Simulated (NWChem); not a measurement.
System: Si2H3F3; SMILES [Si](F)([SiH3])(F)F

Results from NWChem. Coordinates come from a PBE0/def2-SVP optimisation. Total energies compare along this basis series because the functional is fixed.

```json
[
 {"level": "Hartree-Fock/def2-SVP", "basis functions": "93", "energy (Ha)": "-877.6861", "highest occupied level (eV)": "-12.73", "orbital gap (eV)": "15.91", "dipole (D)": "2.51", "relative time": "1"},
 {"level": "Hartree-Fock/def2-SVPD", "basis functions": "141", "energy (Ha)": "-877.7153", "highest occupied level (eV)": "-12.73", "orbital gap (eV)": "14.76", "dipole (D)": "2.64", "relative time": "3"},
 {"level": "Hartree-Fock/def2-TZVP", "basis functions": "185", "energy (Ha)": "-878.2973", "highest occupied level (eV)": "-12.65", "orbital gap (eV)": "15.50", "dipole (D)": "2.48", "relative time": "4"},
 {"level": "Hartree-Fock/def2-TZVPP", "basis functions": "219", "energy (Ha)": "-878.2982", "highest occupied level (eV)": "-12.65", "orbital gap (eV)": "15.49", "dipole (D)": "2.49", "relative time": "5"}
]
```

Times are rough ratios from one shared machine.
